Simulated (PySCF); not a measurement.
**Dipole moment and polarisability of `Oc1ccc(CF)cc1`**

Compound: C7H7FO.
Geometry (PBE0-D3(BJ)/def2-SVP, Å), atoms numbered from 1 in this order:
```xyz
16
C7H7FO angstrom
O     -3.0205    0.3656    0.1548
C     -1.6789    0.2435    0.0667
C     -1.0595   -0.8964   -0.4577
C      0.3285   -0.9709   -0.5216
C      1.1244    0.0831   -0.0672
C      2.6230   -0.0144   -0.1388
F      3.2267    1.1088    0.3596
C      0.4980    1.2184    0.4516
C     -0.8884    1.3032    0.5198
H     -3.4366   -0.4310   -0.1908
H     -1.6699   -1.7308   -0.8172
H      0.7932   -1.8718   -0.9338
H      2.9530   -0.1498   -1.1846
H      2.9818   -0.8848    0.4395
H      1.1140    2.0461    0.8067
H     -1.3818    2.1888    0.9246
```

Level: wB97X-D/def2-SVPD (PySCF), static field, nuclei fixed, core orbitals frozen in the response. The polarisability tensor in these axes (au):

```
x   112.18   0.34  -1.13
y     0.34  85.21  13.89
z    -1.13  13.89  60.30
```

Problem. Diagonalise the tensor; give its mean and Δα, where Δα² is half the sum of the squared differences of the eigenvalues.

Solution. Principal values 54.08, 91.41 and 112.20 au; mean 85.90 au = 12.73 Å³ = 14.16 × 10⁻⁴⁰ C²·m²/J; Δα = 51.01 au (59 % of the mean).

Problem. What is the dipole moment, and where does it point?

Solution. (-0.91, -2.50, -1.11) D, 2.88 D in size, pointing from the negative to the positive side. Measured along this direction, the outermost atoms are H15 at the negative end and H11 at the positive end.

Problem. Find the Langevin capture rate constant for NO+ (29.998 u) meeting this molecule (126.048 u), k = 2.342 × 10⁻⁹ cm³/s × √(α in Å³ / reduced mass in u).

Solution. The reduced mass is 24.23 u, so k = 1.70 × 10⁻⁹ cm³/s. The formula leaves out the permanent dipole, which adds to the capture rate.

Problem. Rayleigh depolarisation ratio (linearly polarised light, static tensor)?

Solution. ρ = 3Δα²/(45ᾱ² + 4Δα²) = 7805.8/(332017 + 10407.7) = 0.0228.

Problem. In TDDFT the mean static polarisability is Σ f/ω² over all singlet excitations (ω in hartree). How much of it do the 6 lowest give? Their energies (eV) and oscillator strengths: 5.08, 0.0342; 5.91, 0.0793; 6.36, 0.0002; 6.92, 0.6719; 7.01, 0.4279; 7.03, 0.0004.

Solution. They add up to 19.50 au, 22.7 % of the 85.90 au; the largest single term is 10.38 au, from the state at 6.92 eV. Terms in order: 0.98, 1.68, 0.00, 10.38, 6.45, 0.01 au. Higher excitations give the rest. The strengths listed sum to 1.214.

Problem. Estimate the molar refractivity from the static electronic polarisability.

Solution. Lorentz–Lorenz: R = (4π/3)N_A α = 2.5225 cm³/(mol·Å³) × 12.73 Å³ = 32.1 cm³/mol, in the limit of long wavelengths.

Geometry: PBE0-D3(BJ)/def2-SVP, one conformer, isolated molecule.

The run behind these numbers computed excited states as well. Cost: about 2.7 min of CPU time on one thread (with the writing of density and orbital grids); the machine was shared, so the figure is rough.
